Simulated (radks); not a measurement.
Sn, configuration [Kr] 4d10 5s2 5p2.

Calculated with a radial shooting solver on a logarithmic mesh with Libxc functionals: scalar-relativistic Kohn-Sham, PBE, spin-unpolarised, spherical densities, point nucleus; hard spherical wall at 2 bohr.

Energy parts (eV):
| part | energy |
|---|---|
| total | -167669.476 |
| kinetic | 176998.196 |
| electron-nucleus | -410428.055 |
| Hartree | 70349.120 |
| exchange-correlation | -4588.737 |

Orbitals (lengths in bohr, moments of r in powers of bohr; <r^-3> diverges for s and p1/2):
orbital  occ.  eigenvalue (eV)  <r^-3>
1s          2        -28937.17       -
2s          2        -4306.730       -
2p          6        -3858.088    4693
3s          2        -777.4229       -
3p          6        -630.9545   863.6
3d         10        -405.0650   118.5
4s          2         -79.7695       -
4p          6         -36.6492   146.4
4d         10          28.0047   15.54
5s          2          87.7725       -
4f          0          97.8254   1.877
5p          2         114.3146   122.6
5d          0         160.0451   20.75
6s          0         313.9268       -

The highest occupied level is 5p at 114.31 eV. The configuration is held as typed, so some empty levels lie below it. The pressure on the wall is 20500 GPa. The density falls to 0.001 e/bohr^3 at r = 1.97 bohr. Summed over all electrons, <r^2> = 27.28 bohr^2, which gives a Langevin (diamagnetic) susceptibility term of -21.6 x 10^-6 cm^3/mol.
